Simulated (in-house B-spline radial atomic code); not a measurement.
Radial electron density of Cl III (Cl2+), [Ne] 3s2 3p3. Method: Dirac-Kohn-Sham PBE0, spherical fractional occupations, Fermi nucleus of rms radius 3.3654 fm. Calculated with an all-electron radial atomic-structure program (B-spline basis).

Caution: exact exchange at fractional occupations of open shells leaves self-interaction of up to several eV.

Columns: r (bohr), 4πr²n(r) (electrons per bohr), bar.

```
 0.00347   0.4553 #
 0.00416   0.6373 #
 0.00498   0.8858 ##
 0.00597    1.227 ###
 0.00715    1.687 ####
 0.00856    2.298 #####
  0.0102    3.077 #######
  0.0123    4.155 #########
  0.0147    5.455 ############
  0.0176    7.069 ################
  0.0211    8.999 ####################
  0.0253     11.2 #########################
  0.0303    13.53 ##############################
  0.0362    15.81 ###################################
  0.0434    17.82 ########################################
   0.052    19.21 ###########################################
  0.0622    19.68 ############################################
  0.0746    19.09 ###########################################
  0.0893    17.56 #######################################
   0.107    15.56 ###################################
   0.128    13.86 ###############################
   0.153    13.22 ##############################
   0.184    14.11 ################################
    0.22    16.18 ####################################
   0.264    18.42 #########################################
   0.316    19.37 ###########################################
   0.378     18.1 ########################################
   0.453    14.61 #################################
   0.542    10.12 #######################
   0.649     6.19 ##############
   0.778    3.961 #########
   0.932    3.472 ########
    1.12    3.807 #########
    1.34    3.894 #########
     1.6    3.295 #######
    1.92    2.201 #####
     2.3    1.151 ###
    2.75   0.4682 #
    3.29   0.1429 
    3.94  0.03101 
    4.72 0.004497 
    5.66 0.0004011
```

On this grid the curve has 3 maxima, near 0.0622, 0.316, 1.34 bohr.

The 3p3/2 radial function P(r) = rR(r), positive near the nucleus, with its small component Q(r) (sign convention: Q ≈ (P' + κP/r)/2c):

```
r (bohr)         P           Q
 0.00498  0.001181  -3.661e-05
 0.00715  0.002387  -7.385e-05
  0.0102  0.004728  -0.0001459
  0.0147   0.00944  -0.0002902
  0.0211   0.01841  -0.0005631
  0.0303   0.03511   -0.001066
  0.0434   0.06454   -0.001941
  0.0622    0.1135   -0.003374
  0.0893    0.1877   -0.005509
   0.128    0.2827    -0.00822
   0.184    0.3735    -0.01091
   0.264    0.3988    -0.01234
   0.378     0.279    -0.01114
   0.542  -0.03072   -0.006926
   0.778   -0.4577   -0.001189
    1.12    -0.793    0.003374
     1.6   -0.8084    0.004739
     2.3   -0.5174    0.003216
    3.29   -0.1978    0.001214
    4.72  -0.03737    0.000226
```
